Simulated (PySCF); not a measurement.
Gas-phase reaction: 3 VF5 + VOCl3 + O3 ⇌ 4 VOF3 + 3 ClF

Method: PySCF energies (xtb for GFN2) plus ideal-gas RRHO corrections (1 bar). † marks an energy on the PBE0/def2-TZVP geometry and frequencies; other levels use their own. 6-31G* has spherical d functions here. All species are closed-shell singlets. B3LYP is the form with VWN-RPA correlation. The harmonic model lacks anharmonicity and excited electronic states, which grow with temperature; levels with a mode under 35 cm⁻¹ are left out. Strong static correlation: O3. Soft modes under 120 cm⁻¹ make the harmonic entropy rough for VF5.

ΔH° and ΔS° at 298 K: B3LYP/6-31G* -77 kJ, 314 J/K; B3LYP/def2-TZVP† -126 kJ, 315 J/K; GFN2-xTB 439 kJ, 328 J/K; HF/6-31G* -422 kJ, 321 J/K.

Problem. With the heat capacities included, give log10 K (1 bar) at 800, 1000, 1400, 1800, 2000 K from B3LYP/6-31G*, B3LYP/def2-TZVP†, GFN2-xTB, HF/6-31G*.

Solution. 
```csv
T (K),B3LYP/6-31G*,B3LYP/def2-TZVP†,GFN2-xTB,HF/6-31G*
800,21.1,24.3,-11.8,44.0
1000,20.0,22.6,-6.2,38.3
1400,18.5,20.4,0.1,31.8
1800,17.7,19.2,3.5,28.1
2000,17.4,18.7,4.7,26.8
```
